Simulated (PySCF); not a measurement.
# Telling isomers of C6H9N3O apart by NMR

Method: shieldings: GIAO PBE0/pcSseg-1, geometry from GFN2-xTB, in PySCF 2.14.0 with density-fitted response routines (gas phase, one computed conformer, averaged over atoms made equivalent by symmetry, fast rotation or ring inversion, no relativistic terms).

Referencing at the same level of theory: $^{1}$H (σref 31.72), $^{13}$C (σref 186.93) against TMS. Where no couplings were computed, multiplicities follow the n + 1 count of equivalent neighbours, and m marks all less simple cases (inequivalent or close neighbours, rings, F or P nearby). Shifts are as computed. Against solution values, carbons near 30 ppm lie about +3 ppm off and those near 130 ppm about +5 ppm. Of 1309 compounds with measured shifts, 239 miss one by over three times the rms of a fit or turn the order of signals round; such compounds aren't used in these exercises.

(1) Tabulate the signals of `C=Cc1c(OC)nnn1C`, `CC(=O)c1nn(C)nc1C` and their relative energies.

(2) What is the quickest way to tell C=Cc1c(OC)nnn1C from CC(=O)c1nn(C)nc1C?

Answers

(1) 
| SMILES | carbon types | δC | δH | E rel. (kcal/mol) |
| --- | --- | --- | --- | --- |
| C=Cc1c(OC)nnn1C | 2×C 1×CH 1×CH2 2×CH3 | 166.9, 126.4, 124.4, 122.1, 58.0, 35.9 | 6.77 (m, 1H), 6.40 (m, 1H), 5.66 (m, 1H), 4.37 (s, 3H), 4.05 (s, 3H) | 35.0 |
| CC(=O)c1nn(C)nc1C | 3×C 3×CH3 | 197.8, 155.0, 147.6, 41.7, 30.6, 15.1 | 4.20 (s, 3H), 2.74 (s, 3H), 2.65 (s, 3H) | 0.0 |

Energies are electronic energies at PBE0/pcSseg-1 on these geometries, without zero-point or thermal terms, each for the one conformer computed, which needn't be the lowest.

(2) Both give the same number of carbon signals, but DEPT or the intensities differ. The first has an alkene CH at 126.4 ppm, the second a ketone carbonyl carbon (C) at 197.8 ppm. Their most deshielded carbons lie at 166.9 and 197.8 ppm. In the proton spectra the most deshielded non-exchanging signals are 6.77 (m, 1H) and 4.20 (s, 3H).
